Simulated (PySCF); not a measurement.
# GeOF, doublet: computed properties

All numbers come from UPBE0 in PySCF with Ge def2-TZVP, O def2-TZVP, F def2-TZVP; no relativity; density-fitted integrals.

The structure is a minimum.

```
Point group                                                                   : Cs
Bond lengths                                                                  : Ge–F 1.740 Å, Ge–O 1.673 Å
Bond angles                                                                   : F–Ge–O 116.9°
Rotational constants                                                          : 0.9012, 0.2268, 0.1812 cm⁻¹
Dipole moment                                                                 : 2.43 D
Principal polarisabilities                                                    : 26.5, 28.8, 46.5 bohr³
Principal quadrupole moments (Buckingham, traceless) about the centre of mass : -7.72, 2.15, 5.57 D Å
Zero-point energy                                                             : 9.8 kJ/mol
Enthalpy at 298.15 K above 0 K                                                : 12.00 kJ/mol
Entropy at 298.15 K and 1 bar (electronic part: spin only)                    : 282.5 J/(mol K)
Lowest empty level (β)                                                        : -4.97 eV
Atomisation energy without zero-point energy                                  : 908 kJ/mol
Rotational symmetry number                                                    : 1
Heat capacity Cp at 298.15 K                                                  : 47.6 J/(mol K)
Spin squared ⟨S²⟩                                                             : 0.762
Highest occupied level (α)                                                    : -8.70 eV
```

Harmonic modes (masses in u: Ge 73.921, O 15.995, F 18.998):
```json
{"symmetry": "a'", "ω (cm⁻¹)": "185", "IR (km/mol)": "9.5", "μ (u)": "20.77"}
{"symmetry": "a'", "ω (cm⁻¹)": "671", "IR (km/mol)": "83.5", "μ (u)": "21.11"}
{"symmetry": "a'", "ω (cm⁻¹)": "776", "IR (km/mol)": "34.9", "μ (u)": "19.06"}
```

Charges (e):
| atom | Mulliken | Löwdin | polar tensor | spin (Mulliken) | Mayer order to Ge1 |
| --- | --- | --- | --- | --- | --- |
| Ge1 | 0.73 | 0.40 | 0.66 | 0.38 | – |
| O2 | -0.39 | -0.25 | -0.18 | 0.55 | 1.81 |
| F3 | -0.34 | -0.15 | -0.48 | 0.07 | 0.95 |

Mulliken populations on Ge1: s 7.61, p 13.31, d 10.27, f 0.08.

Outer orbital energies (eV). α occupied: -26.90, -15.51, -12.72, -12.50, -12.45, -9.91, -9.80, -8.70; empty: -2.41, 0.41, 1.11, 5.77. β occupied: -25.73, -14.93, -12.43, -12.34, -11.22, -9.40, -8.98; empty: -4.97, -1.93, 0.77, 1.69.

This need not be the most stable arrangement of these atoms.

The final relaxation and frequency run took 46 s on 4 threads of a shared Arm Neoverse V1 host, with 110 basis functions and 15 gradients; the process peaked at 1 GiB.
